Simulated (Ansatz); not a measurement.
```yaml
crystal:
  periodic: [false, false, false]
  atoms:
    - {symbol: O, position_ang: [1.362918, -0.273173, -1.002254]}
    - {symbol: C, position_ang: [0.353080, 0.410723, -0.372659]}
    - {symbol: S, position_ang: [0.480317, 0.570262, 1.554006]}
    - {symbol: Si, position_ang: [-0.951464, -0.502752, 0.536630]}
    - {symbol: F, position_ang: [-2.452995, 0.017018, 0.496604]}
    - {symbol: H, position_ang: [2.140622, 0.290532, -1.070298]}
    - {symbol: H, position_ang: [0.145622, 1.402711, -0.771948]}
    - {symbol: H, position_ang: [-0.985899, -1.972423, 0.574021]}
basis:
  gaussian: {orbitals: def2-mTZVP}
total_charge: 1
magnetization: {spin_polarized: true, initial_magnetization: 2}
hamiltonian: {xc: {name: PBE}}
```

```sh
$ ansatz run in.yaml --threads 2 --pin off --events-out ev --progress --plain --max-ram 4352MiB
```

(1) How does Ansatz answer? (Best estimate.)

## Answers

(1) The calculation gave: The program refused the input.
```
Error: a molecule whose nuclei and cores have a total charge of 56 cannot have a net charge of 1 together with 2 unpaired electrons
```
